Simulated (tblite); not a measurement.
Isomers of C6H3O4 (doublet state). All values are computed: GFN2-xTB (tblite) harmonic vibrations without scaling, gas phase. This tight-binding method is rough: wavenumbers can miss measured ones by several per cent, in bad cases by 10 to 20. One conformer each. Open shells enter through the occupations alone, without spin polarisation, and single modes of such species can be off by tens of per cent.

Electronic energies: GFN2-xTB at the same geometries; isomer energies are rough at this level and their order can be wrong.

```tsv
SMILES	electronic energy, lowest = 0 (kcal/mol)
O=COc1cc[c]c(=O)o1	18.0
O=COc1c[c]cc(=O)o1	12.6
O=[C]Oc1cccc(=O)o1	0.0
```

Task: How do GFN2-xTB zero-point energies change the relative energies?

Result: 
| SMILES | ZPE (kcal/mol) | of it from modes above 1550 cm⁻¹ | electronic (kcal/mol) | with ZPE, lowest = 0 (kcal/mol) | lowest mode (cm⁻¹) | rings |
| --- | --- | --- | --- | --- | --- | --- |
| O=[C]Oc1cccc(=O)o1 | 49.0 | 21.0 | 0.0 | 0.0 | 14 | 1 |
| O=COc1c[c]cc(=O)o1 | 48.6 | 20.5 | 12.6 | 12.2 | 36 | – |
| O=COc1cc[c]c(=O)o1 | 48.4 | 20.5 | 18.0 | 17.5 | 34 | – |

The zero-point energies span 0.6 kcal/mol, from `O=COc1cc[c]c(=O)o1` to `O=[C]Oc1cccc(=O)o1`. The order is unchanged.
